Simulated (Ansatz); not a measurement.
H3B3, SMILES `B1BB1` (charge 0, multiplicity 1).

These are LC-ωPBE/cc-pVTZ // PBE0-D3(BJ)/def2-TZVP (Ansatz, an electronic-structure program) values and carry that method's errors.

Ansatz 0.2 input:
```yaml
crystal:
  periodic: [false, false, false]
  atoms:
    - { symbol: B, position_ang: [-0.535388, -0.751444, 0.049921] }
    - { symbol: B, position_ang: [0.891616, -0.373746, -0.310751] }
    - { symbol: B, position_ang: [-0.611516, 0.766067, 0.024356] }
    - { symbol: H, position_ang: [-1.215795, -1.704688, 0.248397] }
    - { symbol: H, position_ang: [1.927592, 0.128295, -0.577551] }
    - { symbol: H, position_ang: [-0.45651, 1.935514, -0.045749] }
basis:
  gaussian: { orbitals: cc-pVTZ }
hamiltonian:
  xc: lc_wpbe
```

Output:

```
Functional definition: LC-wPBE
816 factors; their error is unknown
276 factors; integrals over basis functions are off by at most 2.2e-5 eV
mean field evaluation 1: about -2070.1271 eV, gradient 2.6e1 eV
mean field evaluation 2: about -2071.6038 eV, gradient 1.4e1 eV
mean field evaluation 4: about -2072.2044 eV, gradient 6.3e-1 eV
mean field evaluation 8: about -2072.1876 eV, gradient 4.0e-1 eV
mean field evaluation 16: about -2072.1878 eV, gradient 1.6e-4 eV
mean field -2072.18781874 eV, -76.1514977593 hartree, gradient 6.1e-5 eV, S^2 0.000000; 0 other end points of the search recorded, 0 dependent functions left out
reference -2072.18781874 eV, -76.1514977595 hartree; 9, 9 occupied and 123, 123 virtual orbitals, 816 factors
Total energy: -2072.18781874 eV, -76.1514977595 hartree
```
